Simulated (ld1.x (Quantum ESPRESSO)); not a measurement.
**Ranking TM semilocal potentials for caesium (Cs)**

All share these settings but for the change named:

- Element: Cs (Z = 55)
- Generator: ld1.x (Quantum ESPRESSO) 7.5
- Type: norm-conserving Troullier–Martins (semilocal form)
- Functional: PBEsol
- Relativity: scalar-relativistic
- Frozen core: [Kr] 4d10 5s2
- Valence charge: 7
- Reference configuration: 5p6 5d0 6s0 6p0 (charge +1)
- Partial waves: 6s (bound, empty): rc 3.45 bohr; 5d (bound, empty): rc 3.45 bohr; 5p (bound): rc 2.45 bohr
- Local potential: the p channel
- Core correction: Bessel-smoothed model core inside 1.15 bohr

Cutoff: the first of the cutoffs (Ry, on a coarse ladder) from which the occupation-weighted sum of valence levels, in a spherical-Bessel basis at the reference potential, stays within 10 and 1 mRy of its value at 400 Ry; the density cutoff is not measured.

The base gives 18 Ry.

Of 6 variants that were run, those that failed, showed a ghost or another fault, or gave nearly equal values are left out.

A variant can come out equal or close to the base.

**Question.** Rank these variants from softest to hardest (loose cutoff).
A. reference 5p6 5d0 6s1 6p0
B. all radii but the core radius scaled by about 1.04 (s 3.58, p 2.54, d 3.58 bohr)
C. wave 5p (bound): rc 2.45 bohr becomes 5p (bound): rc 1.98 bohr

**Answer.** B (15 Ry), A (18 Ry), C (25 Ry).
